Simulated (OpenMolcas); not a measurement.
## Zr2+: effect of the level shift or regulariser

* Program: OpenMolcas
* Basis: ANO-RCC-VQZP [8s7p5d3f2g1h]
* Scalar Hamiltonian: DKH2, point nucleus
* Active space: 2 electrons in 6 orbitals (4d 5s)
* State averaging: 2S+1 = 3 even, 15 roots; 2S+1 = 1 even, 21 roots kept (CI in the orbitals of an earlier block)
* Spin-orbit coupling: RASSI with atomic mean-field integrals over the reference wave functions, term energies averaged over their components

Methods on the same reference wave functions:
A. CASSCF
B. MS-CASPT2, IPEA 0.25 Eh, imaginary shift 0.1 Eh (closed shells correlated: 4s 4p)
C. MS-CASPT2, IPEA 0.25 Eh, real shift 0.2 Eh (closed shells correlated: 4s 4p)

Energies in cm-1 above 4d2 3F2, the measured ground level; measured values from Moore, Atomic Energy Levels, vol. II, NSRDS-NBS 35 (1971 reprint of NBS Circular 467, 1952); NIST levels as listed in Rynkun, Gaigalas and Jonsson, Astron. Astrophys. 637, A10 (2020).

```
    Level      A      B      C  Measured
  4d2 3F2    0.0    0.0    0.0       0.0
  4d2 3F3    692    713    712       681
  4d2 3F4   1527   1543   1543      1486
  4d2 1D2   7207   5410   5450      5742
  4d2 3P0  10317   8590   8600      8062
  4d2 3P1  10579   8870   8880      8326
  4d2 3P2  11091   9380   9400      8838
  4d2 1G4  14053  11070  11110     11049
4d 5s 3D1  18999  19100  19130     18399
4d 5s 3D2  19401  19480  19510     18803
4d 5s 3D3  20061  20160  20190          
4d 5s 1D2  28939  25020  25160     25066
  4d2 1S0  30997  23340  23580     23979
  5s2 1S0  56646  50590  50790     48507
```

Deviations, from unrounded energies. A percentage is the sum of absolute deviations over the sum of measured energies, with the sign that they share, or ± where signs differ.

| Against measurement | Levels | A | B | C |
| --- | --- | --- | --- | --- |
| mean absolute deviation (cm-1) | 12 | 2600 | 520 | 530 |
| fine structure of the ground term (%) | 2 | +2.4 | +4.1 | +4.0 |
| other terms of the ground configuration (%) | 6 | +27.7 | ±3.9 | ±3.7 |
| other configurations (%) | 4 | +11.9 | ±3.2 | +3.4 |

B, C lie about equally close to measurement and A furthest from it. The largest miss of B in the table is 5s2 1S0, by +2100 cm-1. The ranking rests on the paired levels alone, and a cruder setting can come out closer through cancelling errors.

Between B and C the level of the table that moves most is 4d2 1S0, by 240 cm-1 (lowest in B, highest in C). Moves below CASPT2's spread within the term are not significant.

The two smallest mean deviations differ by little beside CASPT2's spread within terms, so their order carries little weight.

From A to B the spin-free energies of the other terms of 4d2 shown, above 3F, scale by factors of 0.71 to 0.82, as is usual when dynamic correlation screens the repulsion within a d or f shell.

The lowest spin-free term lies below A's lowest term by 0.284 hartree in B, 0.284 hartree in C.

CASPT2 breaks the degeneracy within a term, and the mean is taken; among the terms shown or strongly mixed into the levels shown the widest spread is 740 cm-1 (4d2 1G, B). Terms from blocks run as CI alone lack orbitals of their own. A single d shell beside an s shell can misplace configurations of different d count against each other. Without dynamic correlation excited terms often stand tens of per cent too high (terms of higher spin than the ground term too low), and those without a measured partner can miss by more than the paired ones (holds for A). Measured partners are found by configuration, term and J. A level has none where our copy of the source lacks it or the pairing is in doubt (some pairs that miss far off the trend of their configuration count as doubtful), and it then counts in no deviation. Only configurations of the active space appear.
